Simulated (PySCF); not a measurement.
disulfane (H2S2), SMILES SS. Atoms are numbered in the order given.

```xyz
4

S      1.0207     0.0678     0.0551
S     -1.0207    -0.0678     0.0551
H      1.2846    -0.8625    -0.8821
H     -1.2846     0.8625    -0.8821
```

Coordinates come from a PBE0-D3(BJ)/def2-TZVP optimisation.

Computed with PySCF with B3LYP/pcJ-1.

Isotropic couplings with Fermi-contact, spin-dipole and both spin-orbit terms, one fixed conformer, no vibrational averaging. Isotopes: 1H.

Problem. Estimate the spin–spin coupling constants. (The exact figures need the calculation; the answer reports its results.)

Solution. 
| pair | bonds apart | J (Hz) |
|---|---|---|
| H3–H4 | 3 | -2.2 |
